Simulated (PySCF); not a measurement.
Molfile (atoms numbered from 1):
```
C4H10GaN
     RDKit          3D

 16 15  0  0  0  0  0  0  0  0999 V2000
   -2.3586   -1.2307    0.4849 C   0  0  0  0  0  0  0  0  0  0  0  0
   -1.2942   -0.4308    0.3105 C   0  0  0  0  0  0  0  0  0  0  0  0
   -1.4603    1.0337    0.0239 C   0  0  0  0  0  0  0  0  0  0  0  0
    0.4480   -1.3166    0.4608 Ga  0  0  0  0  0  3  0  0  0  0  0  0
    2.0218   -0.4252    0.2548 N   0  0  0  0  0  0  0  0  0  0  0  0
    2.2822    0.9625   -0.0282 C   0  0  0  0  0  0  0  0  0  0  0  0
   -2.2568   -2.3010    0.6962 H   0  0  0  0  0  0  0  0  0  0  0  0
   -3.3874   -0.8476    0.4236 H   0  0  0  0  0  0  0  0  0  0  0  0
   -2.5227    1.3259   -0.0232 H   0  0  0  0  0  0  0  0  0  0  0  0
   -0.9913    1.3124   -0.9344 H   0  0  0  0  0  0  0  0  0  0  0  0
   -0.9744    1.6522    0.7969 H   0  0  0  0  0  0  0  0  0  0  0  0
    0.5716   -2.8479    0.7679 H   0  0  0  0  0  0  0  0  0  0  0  0
    2.8728   -0.9692    0.3518 H   0  0  0  0  0  0  0  0  0  0  0  0
    2.8694    1.4598    0.7672 H   0  0  0  0  0  0  0  0  0  0  0  0
    1.3391    1.5202   -0.1200 H   0  0  0  0  0  0  0  0  0  0  0  0
    2.8332    1.1113   -0.9766 H   0  0  0  0  0  0  0  0  0  0  0  0
  1  2  2  0
  2  3  1  0
  2  4  1  0
  4  5  1  0
  5  6  1  0
  1  7  1  0
  1  8  1  0
  3  9  1  0
  3 10  1  0
  3 11  1  0
  4 12  1  0
  5 13  1  0
  6 14  1  0
  6 15  1  0
  6 16  1  0
M  END
```

Geometry: PBE0-D3(BJ)/def2-SVP; GIAO absolute shieldings from PySCF 2.14, gas phase, non-relativistic, averaged over equivalent atoms.

At B3LYP/pcSseg-1 (176 basis functions, 35 s wall time on 1 thread of an Arm Neoverse N1, shared host):
| atoms | σ (ppm) |
| --- | --- |
| C2 | 15.2 |
| C1 | 38.5 |
| C6 | 141.6 |
| C3 | 148.1 |
| Ga4 | 1299.8 |
| N5 | 166.9 |
| H8 | 25.25 |
| H7 | 25.71 |
| H12 | 26.64 |
| H14/H15/H16 | 28.14 |
| H13 | 28.94 |
| H9/H10/H11 | 29.14 |

Problem. What do these become at PBE0/pcSseg-1?

Solution. 
```tsv
atoms	σ at PBE0/pcSseg-1	change
C2	23.3	+8.1
C1	42.2	+3.7
C6	147.7	+6.1
C3	153.9	+5.8
Ga4	1325.7	+25.9
N5	179.1	+12.2
H8	24.98	-0.27
H7	25.45	-0.26
H12	26.54	-0.10
H14/H15/H16	28.07	-0.07
H13	29.02	+0.08
H9/H10/H11	29.02	-0.12
```

The largest change is at Ga4 (Ga bonded to C, N, H). Cost: 176 basis functions, 41 s wall time on 1 thread of an Arm Neoverse N1, shared host. The order of the carbon signals is the same at both levels.

Relativistic effects, spin–orbit coupling among them, are left out; they matter for Ga and for the light atoms bonded to it.
